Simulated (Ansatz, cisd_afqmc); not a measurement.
Species: MgF, charge 1, singlet. MgF+ (SMILES [F][Mg+]).
B3LYP-D3(BJ)/def2-TZVP minimum from Ansatz (an electronic-structure program):
```xyz
2

Mg     0.0000     0.0000    -0.7312
F      0.0000     0.0000     0.9749
```
Charge +1, spin multiplicity 1.

Total energies in def2-TZVPP, 8 correlated electrons, 6 frozen orbitals. Radicals and triplets start from unrestricted determinants; spin-orbit coupling is neglected. Cores are frozen in correlated methods. No relativity. The Monte Carlo rows (phaseless AFQMC, CISD trial, step 0.005/hartree) carry one-sigma bars that omit the constraint's bias. Outlying blocks are dropped, and bars are widened where a walk drifts. Over all cases where full CI ran beside it in this data, AFQMC minus full CI had a median of +0.1 mEh and passed +0.4 mEh in a tenth of the cases. The spin of FMg+ ([F][Mg+], singlet) was assumed, and the state is the lowest solution found for it.

```csv
method,program,energy (Eh),minus CCSDTQ (mEh)
HF,Ansatz,-298.86040,281.66
MP2,Ansatz,-299.13659,5.47
CCSD,Ansatz,-299.13413,7.93
CCSD(T),Ansatz,-299.14171,0.36
CCSDT(Q),Ansatz,-299.14213,-0.07
CCSDTQ,Ansatz,-299.14206,0.00
AFQMC/CISD,cisd_afqmc,-299.1420 ± 0.0004,0.0 ± 0.4
```

Rough core times of Ansatz's runs on a shared machine: CCSD(T) under 20 s, CCSDT(Q) under 20 s, CCSDTQ 6 min.
